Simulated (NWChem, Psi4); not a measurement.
**InH2OF (SMILES [OH][InH][F]): the electronic atomisation energy, rung by rung**

The species is InH2OF (5 atoms), meant as a singlet with charge 0. SMILES: `[OH][InH][F]`. The coordinates come from a PBE0-D4/def2-TZVP relaxation. This is a higher conformer, about 10 kJ/mol above the lowest found by a separate search.

Quantity: the electronic atomisation energy, in eV. The values are calculated. Electronic energies at fixed atoms, without zero-point motion or spin-orbit coupling.

```csv
level,kind,program,value (eV),CPU time (all runs)
HF/def2-SVP (core potential),Hartree–Fock,Psi4,9.23,17 s
SVWN5/def2-SVP (core potential),LDA,Psi4,17.20,22 s
BLYP/def2-SVP (core potential),GGA,Psi4,14.37,35 s
M06-L/def2-SVP (core potential),meta-GGA,Psi4,14.47,55 s
r2SCAN/def2-SVP (core potential),meta-GGA,Psi4,14.50,63 s
M06-2X/def2-SVP (core potential),hybrid meta-GGA,Psi4,14.21,41 s
wB97M-V/def2-SVP (core potential),range-separated hybrid,Psi4,14.64,2.2 min
MP2/def2-SVP (core potential),perturbation theory,NWChem,14.15,29 s
CCSD/def2-SVP (core potential),coupled cluster or CI,Psi4,13.40,29 s
```

The values span 9.23 to 17.20 eV. In the correlated wave-function rows the outer d shell of In is correlated, in sets not made for it. CPU times are rough (shared hosts, several kinds of processor): they show what a rung costs within a factor of a few.
